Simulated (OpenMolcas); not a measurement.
Computed levels of 3d⁷ in ions with 25 electrons, in cm-1 above ⁴F_9/2.

| Quantity | Value |
| --- | --- |
| Program | OpenMolcas 26.06 |
| Method | MS-CASPT2, IPEA 0.25 Eh, imaginary shift 0.1 Eh |
| Basis | ANO-RCC-VTZP |
| Scalar Hamiltonian | DKH2, point nucleus |
| Spin-orbit coupling | RASSI with atomic mean-field integrals over the reference wave functions, term energies averaged over their components |

Active space for each ion: 7 electrons in 5 orbitals (3d); closed shells correlated by CASPT2: 3s 3p.

```
 Level   Co2+   Cu4+
⁴F_7/2    856   1554
⁴F_5/2   1482   2660
⁴F_3/2   1910   3410
⁴P_5/2  15530  20900
⁴P_3/2  15760  21130
⁴P_1/2  16200  22040
²G_9/2  16880  22570
²G_7/2  17690  24050
²P_3/2  20240  26900
```

Task: Estimate ⁴F_3/2, ⁴P_5/2, ⁴P_3/2 for Ni3+ from its neighbours Co2+ and Cu4+.

Result: ⁴F_3/2 is fine structure, which grows about as the fourth power of a screened charge, so the fourth roots are averaged: ((1910^0.25 + 3410^0.25) / 2)^4 = 2579. The calculation gives 2550, so the estimate is off by +1.1 %; the measured value is 2621 (Corliss and Sugar, J. Phys. Chem. Ref. Data 10, 197 (1981)).
⁴P_5/2 is another term, which grows about linearly with the charge: (15530 + 20900) / 2 = 18215. The calculation gives 18460, so the estimate is off by -1.3 %; the measured value is 18119 (Corliss and Sugar, J. Phys. Chem. Ref. Data 10, 197 (1981)).
⁴P_3/2 is another term, which grows about linearly with the charge: (15760 + 21130) / 2 = 18445. The calculation gives 18710, so the estimate is off by -1.4 %; the measured value is 18367 (Corliss and Sugar, J. Phys. Chem. Ref. Data 10, 197 (1981)).

Term energies are means over components that CASPT2 splits; among the terms shown or strongly mixed into the levels shown the widest spread is 990 cm-1 (3d⁷ ⁴F, Ni3+). Terms from blocks run as CI alone lack orbitals of their own. Computed and measured levels are paired by configuration, term and J; levels that our copy of the source lacks, or whose pairing is in doubt (as where it misses far off the trend of its configuration), stay unpaired and out of the deviations. Levels of configurations outside the active space are missing.
